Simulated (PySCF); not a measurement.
A series of related molecules.

All values: PBE0/def2-SVPD (PySCF) at PBE0-D3(BJ)/def2-SVP geometries, gas phase, one conformer each. Core orbitals are frozen in the response; Δα² is half the sum of the squared differences of the principal polarisabilities. Atoms past krypton carry effective core potentials.

(1) Rank by HOMO energy, highest first.
A. Mo(CMe)(NH2)3 (`C[C]#[Mo]([NH2])([NH2])[NH2]`)
B. Mo(CMe)(OMe)3 (`C[C]#[Mo]([O]C)([O]C)[O]C`)
C. Mo(CMe)F3 (`C[C]#[Mo]([F])([F])[F]`)

(2) Rank by HOMO–LUMO gap, lowest first.
A. Mo(CMe)(NH2)3 (`C[C]#[Mo]([NH2])([NH2])[NH2]`)
B. Mo(CMe)Cl3 (`C[C]#[Mo]([Cl])([Cl])[Cl]`)
C. Mo(CMe)F3 (`C[C]#[Mo]([F])([F])[F]`)
D. Mo(CMe)(OMe)3 (`C[C]#[Mo]([O]C)([O]C)[O]C`)

(3) Rank by mean static polarisability, highest first.
A. Mo(CMe)Cl3 (`C[C]#[Mo]([Cl])([Cl])[Cl]`)
B. Mo(CMe)(OMe)3 (`C[C]#[Mo]([O]C)([O]C)[O]C`)
C. Mo(CMe)F3 (`C[C]#[Mo]([F])([F])[F]`)
D. Mo(CMe)(NH2)3 (`C[C]#[Mo]([NH2])([NH2])[NH2]`)

Results:

(1) A (-6.41 eV), B (-6.68 eV), C (-7.78 eV).

(2) B (4.48 eV), C (5.63 eV), D (6.25 eV), A (6.38 eV).

(3) B (17.89 Å³), A (16.25 Å³), D (14.36 Å³), C (9.17 Å³).

All values together:

```
                      SMILES                         change    formula  μ (D)  HOMO (eV)  LUMO (eV)  α (Å³)  Δα (Å³)  electrons  α per electron (Å³)  ΔSCF removal energy (eV)
   C[C]#[Mo]([Cl])([Cl])[Cl]                         parent  C2H3Cl3Mo   3.05      -7.75      -3.27   16.25     1.36        108                0.150                         –
C[C]#[Mo]([NH2])([NH2])[NH2]  ligand (all three): Cl to NH2   C2H9MoN3   0.62      -6.41      -0.03   14.36     2.70         84                0.171                      8.08
      C[C]#[Mo]([F])([F])[F]    ligand (all three): Cl to F   C2H3F3Mo   2.48      -7.78      -2.14    9.17     4.50         84                0.109                      9.94
   C[C]#[Mo]([O]C)([O]C)[O]C  ligand (all three): Cl to OMe  C5H12MoO3   2.55      -6.68      -0.43   17.89     0.99        108                0.166                         –
```

Conformers: `C[C]#[Mo]([NH2])([NH2])[NH2]` (singlet state); `C[C]#[Mo]([O]C)([O]C)[O]C` (singlet state).

A dash marks a removal energy that wasn't run or isn't settled.

Problem. Give the shifts from the parent, `C[C]#[Mo]([Cl])([Cl])[Cl]`.

Solution. 
```tsv
SMILES	change in μ (D)	change in HOMO (eV)	change in LUMO (eV)	change in mean α (Å³)
C[C]#[Mo]([NH2])([NH2])[NH2]	-2.43	+1.34	+3.24	-1.89
C[C]#[Mo]([F])([F])[F]	-0.57	-0.03	+1.13	-7.08
C[C]#[Mo]([O]C)([O]C)[O]C	-0.50	+1.07	+2.84	+1.64
```
